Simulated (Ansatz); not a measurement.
Ansatz (an electronic-structure program) input:

Ansatz 0.2 input:
```yaml
crystal:
  periodic: [false, false, false]
  atoms:
    - {symbol: C, position_ang: [2.55092980, 0.05999995, -0.38148346]}
    - {symbol: C, position_ang: [1.13582222, 0.45689305, -0.78758578]}
    - {symbol: C, position_ang: [0.02592254, -0.19855405, 0.07141675]}
    - {symbol: C, position_ang: [0.13510911, 0.19360314, 1.50349011]}
    - {symbol: C, position_ang: [-1.35786510, 0.14256627, -0.50509109]}
    - {symbol: C, position_ang: [-2.50329334, -0.61640794, 0.15748917]}
    - {symbol: H, position_ang: [2.77519043, 0.37633379, 0.63852734]}
    - {symbol: H, position_ang: [3.29141287, 0.51402166, -1.04251820]}
    - {symbol: H, position_ang: [2.68274392, -1.02401482, -0.42980507]}
    - {symbol: H, position_ang: [1.02399855, 1.54421612, -0.73133825]}
    - {symbol: H, position_ang: [0.96325388, 0.17958024, -1.83228496]}
    - {symbol: H, position_ang: [0.16729708, -1.28446569, -0.00426872]}
    - {symbol: H, position_ang: [0.70911065, -0.38378882, 2.21396004]}
    - {symbol: H, position_ang: [-0.26874901, 1.14236176, 1.83646442]}
    - {symbol: H, position_ang: [-1.35220231, -0.06811366, -1.57854039]}
    - {symbol: H, position_ang: [-1.52120972, 1.22120892, -0.40495286]}
    - {symbol: H, position_ang: [-2.37259314, -1.69559150, 0.04494076]}
    - {symbol: H, position_ang: [-2.55376718, -0.40122154, 1.22639780]}
    - {symbol: H, position_ang: [-3.46423730, -0.34912879, -0.28599590]}
basis:
  gaussian:
    orbitals: STO-3G
magnetization: {spin_polarized: true, initial_magnetization: 1}
correlation: {method: ccsd_t, electrons: outside_noble_gas}
```

Question: Predict the final energy.

Answer: -232.37559 Eh (CCSD(T)/STO-3G). The basis has 43 functions.

It need not be the lowest isomer of its formula.
